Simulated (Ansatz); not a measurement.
Species: PN, charge 1, doublet. PN+ (parent SMILES N#P, doublet).
B3LYP-D3(BJ)/def2-TZVP minimum from Ansatz (an electronic-structure program):
```xyz
2

N      0.0000     0.0000    -1.0056
P      0.0000     0.0000     0.4693
```
Charge +1, spin multiplicity 2.

Total energies in aug-cc-pV(D+d)Z, 9 correlated electrons, 6 frozen orbitals. Open shells are spin-unrestricted; no spin-orbit coupling. Cores are frozen in correlated methods. No relativity. The UHF reference of NP+ (parent SMILES N#P, doublet) is spin-contaminated (<S^2> up to 0.66 over the pure value in the sets run). The spin of NP+ (parent SMILES N#P, doublet) was assumed, and the state is the lowest solution found for it.

| method | program | energy (Eh) | minus CCSDTQ (mEh) |
|---|---|---|---|
| HF | Ansatz | -394.78217 | 271.84 |
| MP2 | Ansatz | -394.98198 | 72.04 |
| CCSD | Ansatz | -395.03491 | 19.10 |
| CCSD(T) | Ansatz | -395.04846 | 5.55 |
| CCSDT(Q) | Ansatz | -395.05426 | -0.24 |
| CCSDTQ | Ansatz | -395.05402 | 0.00 |

Rough core times of Ansatz's runs on a shared machine: CCSD(T) 50 s, CCSDT(Q) 3 min, CCSDTQ 80 min.
